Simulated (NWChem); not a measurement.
Molecule: C2H6BiCl; SMILES [CH3][Bi]([Cl])[CH3]

```xyz
10

Bi    -0.3039     0.2863     0.0000
Cl     0.1204    -2.1698     0.0000
C      1.2071     0.7079     1.6356
H      1.5286     1.7581     1.5683
H      2.0650     0.0390     1.4865
H      0.7528     0.5190     2.6176
C      1.2071     0.7079    -1.6356
H      0.7528     0.5190    -2.6176
H      2.0650     0.0390    -1.4865
H      1.5286     1.7581    -1.5683
```
Atoms are numbered in this order, from 1.

Coordinates come from a PBE0/def2-SVP optimisation. No frequency run checked for a minimum. def2 effective core potentials on Bi; no spin-orbit coupling.

Symmetry labels are those of Cs in the frame above (b1 and b2, or b-type labels, depend on it).

Question: List the 4 lowest vertical singlet excitations from PBE/def2-SVPD with def2 effective core potentials on Bi, TDA (NWChem).

Answer: 
| state | energy (eV) | oscillator strength | symmetry | leading excitation (squared amplitude) |
|---|---|---|---|---|
| S1 | 4.16 | 0.025 | a' | HOMO → LUMO (0.97) |
| S2 | 4.51 | 0.002 | a" | HOMO−1 → LUMO (1.00) |
| S3 | 5.22 | 0.013 | a' | HOMO−2 → LUMO (0.97) |
| S4 | 5.48 | 0.015 | a" | HOMO−3 → LUMO (0.70) |
